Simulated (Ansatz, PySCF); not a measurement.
Reaction (SMILES): Cl[SiH2]Cl [dichlorosilane] → Cl[SiH]Cl + H atom (the H-Si bond at the site shown breaks; other sites are not compared here)
Each molecule is optimised on its own at B3LYP-D3(BJ)/def2-TZVP (Ansatz, a first-principles code). Frequencies are from Ansatz or PySCF.

Property: bond dissociation energy (enthalpy at 298 K, with B3LYP-D3(BJ) rigid-rotor harmonic-oscillator terms), in kcal/mol. Cores are frozen in the correlated levels unless marked. Open shells are spin-unrestricted. Spin-orbit coupling is left out. Non-relativistic. Basis-set limits of correlation are two-point, X^-3; Hartree-Fock from the larger set. The bracket is a focal-point correction in the basis named.

Level to compare with: RI-MP2/CBS(aug-cc-pV(T+d)Z,aug-cc-pV(Q+d)Z)+[CCSD(T)-MP2]/aug-cc-pV(T+d)Z (Ansatz), 93.0 kcal/mol. It is a level with limits of its own, and the differences hold the functionals' basis error too.

Question: Rank these functionals by how close they come to RI-MP2/CBS(aug-cc-pV(T+d)Z,aug-cc-pV(Q+d)Z)+[CCSD(T)-MP2]/aug-cc-pV(T+d)Z, closest first: revPBE/def2-TZVPD (Ansatz); BHLYP/def2-TZVPD (Ansatz); BP86/def2-TZVPD (PySCF); PW6B95/def2-TZVPD (PySCF).

Answer: BHLYP/def2-TZVPD (global hybrid, 90.4 kcal/mol, difference -2.6), PW6B95/def2-TZVPD (hybrid meta-GGA, 89.1 kcal/mol, difference -3.9), BP86/def2-TZVPD (GGA, 87.4 kcal/mol, difference -5.6), revPBE/def2-TZVPD (GGA, 82.9 kcal/mol, difference -10.1)
